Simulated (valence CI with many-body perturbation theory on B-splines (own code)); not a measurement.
# E1 transitions of Rb31+

Calculated by relativistic CI+MBPT: four valence electrons over a frozen Dirac-Fock core [He], radial functions for each j: 11 s, 11 p, 9 d, 7 f, 5 g, 2 h, 1 i, with the one-electron correlation potential Σ1 (screened to all orders), the two-electron term Σ2, the three-electron term Σ3, Breit, model QED; selected single and double excitations, second order for the rest (own B-spline code, finite nucleus).

The last digits are not significant, and no measured levels were compared; by estimate large intervals hold to a few tenths of a per cent, small ones and those within an open d or f shell to about a per cent. Among the levels kept, up to 280 cm⁻¹ of a level comes from second order outside the variational space, and about a tenth of that is noise between levels of different J, which matters for small intervals.

Lines 51 to 100 of 250 in falling wavelength, among levels below 2428.9 eV, chosen from the strongest by gf and those to the six lowest levels. Wavelengths and rates use the calculated energies. Electric multipoles are in the length gauge, E1 and E2 with the static RPA response of the core. Weak lines are less certain than strong ones. Lines between different terms over intervals too small for the method are left out, as are lines whose strength nearly cancels. The highest levels of a list are the least certain.

Levels are named by their leading jj configuration (3d3/2^4 stands for four electrons in 3d with j = 3/2), which in mixed levels can hold well under half, so a name can repeat and another be missing. Letters in brackets count levels of one name in rising energy.

```tsv
λ vac (Å)	Upper	Lower	A (s⁻¹)	S (a.u.)
91.38	(2s 2p1/2^2 2p3/2) J=1	(2s^2 2p1/2 2p3/2) J=2	3.83e+09	4.33e-03
85.25	(2s 2p1/2 2p3/2^2) J=2 [b]	(2s^2 2p3/2^2) J=2	1.84e+09	2.81e-03
83.50	(2p1/2 2p3/2^3) J=2	(2s 2p3/2^3) J=2	4.02e+10	5.78e-02
79.77	(2s 2p1/2 2p3/2^2) J=1 [b]	(2s^2 2p3/2^2) J=2	3.26e+09	2.45e-03
78.28	(2s 2p3/2^2 3s) J=3	(2s^2 2p3/2 3s) J=2	2.13e+10	3.53e-02
76.76	(2p1/2^2 2p3/2^2) J=2	(2s 2p1/2 2p3/2^2) J=3	4.08e+10	4.55e-02
74.82	(2s 2p1/2 2p3/2^2) J=2 [a]	(2s^2 2p1/2 2p3/2) J=1	2.38e+10	2.46e-02
71.74	(2s 2p1/2 2p3/2^2) J=3	(2s^2 2p1/2 2p3/2) J=2	1.58e+10	2.02e-02
70.14	(2p1/2 2p3/2^3) J=1	(2s 2p1/2 2p3/2^2) J=1 [b]	5.76e+10	2.95e-02
65.52	(2s 2p1/2 2p3/2 3p3/2) J=3 [d]	(2s^2 2p1/2 3p3/2) J=2	5.07e+10	4.93e-02
64.55	(2s 2p1/2 2p3/2 3d3/2) J=3 [c]	(2s^2 2p1/2 3d3/2) J=2	4.11e+10	3.82e-02
64.25	(2p3/2^4) J=0	(2s 2p3/2^3) J=1	2.48e+11	3.25e-02
64.22	(2s 2p1/2 2p3/2 3p3/2) J=2 [c]	(2s^2 2p1/2 3p3/2) J=1	5.20e+10	3.40e-02
64.04	(2s 2p1/2 2p3/2 3p1/2) J=2 [c]	(2s^2 2p1/2 3p1/2) J=1	5.59e+10	3.62e-02
63.60	(2s 2p1/2 2p3/2 3s) J=2 [c]	(2s^2 2p1/2 3s) J=1	5.34e+10	3.39e-02
63.18	(2s 2p3/2^3) J=2	(2s^2 2p3/2^2) J=2	9.23e+10	5.75e-02
62.69	(2s 2p1/2 2p3/2 3p1/2) J=1 [c]	(2s^2 2p1/2 3p1/2) J=0	6.63e+10	2.42e-02
62.67	(2s 2p1/2 2p3/2 3p1/2) J=1 [b]	(2s^2 2p1/2 3p1/2) J=1	8.57e+10	3.12e-02
62.26	(2s 2p1/2 2p3/2 3p3/2) J=1 [c]	(2s^2 2p1/2 3p3/2) J=1	6.50e+10	2.32e-02
62.22	(2p1/2 2p3/2^3) J=2	(2s 2p1/2 2p3/2^2) J=2 [b]	7.26e+10	4.32e-02
62.15	(2s 2p1/2 2p3/2 3p3/2) J=2 [d]	(2s^2 2p1/2 3p3/2) J=2	7.68e+10	4.55e-02
61.33	(2s 2p1/2 2p3/2 3s) J=1 [c]	(2s^2 2p1/2 3s) J=1	7.99e+10	2.73e-02
61.23	(2s 2p1/2^2 2p3/2) J=1	(2s^2 2p1/2^2) J=0	6.87e+10	2.34e-02
60.99	(2s 2p1/2 2p3/2 3p3/2) J=1 [d]	(2s^2 2p1/2 3p3/2) J=2	1.13e+11	3.79e-02
60.41	(2s 2p1/2 2p3/2^2) J=0	(2s^2 2p1/2 2p3/2) J=1	7.48e+10	8.14e-03
60.38	(2s 2p3/2^3) J=1	(2s^2 2p3/2^2) J=0	4.64e+10	1.51e-02
60.15	(2s 2p3/2^2 3s) J=1 [a]	(2s^2 2p3/2 3s) J=2	1.01e+11	3.24e-02
60.10	(2s 2p3/2^2 3s) J=1 [b]	(2s^2 2p3/2 3s) J=1	1.49e+11	4.79e-02
59.33	(2s 2p3/2^2 3s) J=2 [b]	(2s^2 2p3/2 3s) J=2	1.22e+11	6.29e-02
59.25	(2s 2p1/2 2p3/2^2) J=2 [b]	(2s^2 2p1/2 2p3/2) J=2	1.14e+11	5.83e-02
58.63	(2s 2p1/2 2p3/2^2) J=1 [a]	(2s^2 2p1/2 2p3/2) J=1	1.00e+11	2.99e-02
56.55	(2s 2p1/2 2p3/2^2) J=1 [b]	(2s^2 2p1/2 2p3/2) J=2	1.54e+11	4.11e-02
56.41	(2s 2p1/2 2p3/2^2) J=2 [b]	(2s^2 2p1/2 2p3/2) J=1	2.06e+09	9.14e-04
53.96	(2s 2p1/2 2p3/2^2) J=1 [b]	(2s^2 2p1/2 2p3/2) J=1	3.13e+10	7.28e-03
53.90	(2s 2p3/2^3) J=1	(2s^2 2p3/2^2) J=2	1.81e+11	4.20e-02
50.94	(2p1/2^2 2p3/2^2) J=2	(2s 2p1/2^2 2p3/2) J=2	3.37e+10	1.10e-02
47.68	(2s 2p3/2^3) J=2	(2s^2 2p1/2 2p3/2) J=2	1.23e+10	3.28e-03
46.31	(2s 2p1/2 2p3/2^2) J=1 [a]	(2s^2 2p1/2^2) J=0	6.89e+09	1.01e-03
43.35	(2s 2p1/2 2p3/2^2) J=1 [b]	(2s^2 2p1/2^2) J=0	1.13e+10	1.36e-03
40.73	(2s 2p3/2^3) J=1	(2s^2 2p1/2 2p3/2) J=1	1.50e+10	1.50e-03
6.064	(2s^2 2p1/2 3p3/2) J=1	(2s 2p1/2^2 2p3/2) J=2	4.08e+11	1.35e-04
6.037	(2s 2p3/2^2 3s) J=2 [a]	(2s 2p3/2^3) J=2	7.76e+12	4.22e-03
6.017	(2s^2 2p3/2 3s) J=1	(2s^2 2p3/2^2) J=0	3.74e+12	1.21e-03
6.014	(2s 2p3/2^2 3s) J=1 [b]	(2s 2p3/2^3) J=1	8.58e+12	2.76e-03
5.979	(2s 2p1/2 2p3/2 3s) J=1 [a]	(2s 2p1/2 2p3/2^2) J=2 [a]	9.18e+12	2.91e-03
5.979	(2s 2p1/2 2p3/2 3s) J=2 [b]	(2s 2p1/2 2p3/2^2) J=3	7.05e+12	3.72e-03
5.965	(2s^2 2p1/2 3s) J=1	(2s^2 2p1/2 2p3/2) J=2	7.15e+12	2.25e-03
5.961	(2s 2p1/2^2 3s) J=1	(2s 2p1/2^2 2p3/2) J=2	7.35e+12	2.30e-03
5.958	(2s^2 2p3/2 3s) J=2	(2s^2 2p3/2^2) J=2	3.96e+12	2.06e-03
5.946	(2s^2 2p3/2 3s) J=1	(2s^2 2p3/2^2) J=2	9.04e+12	2.81e-03
```
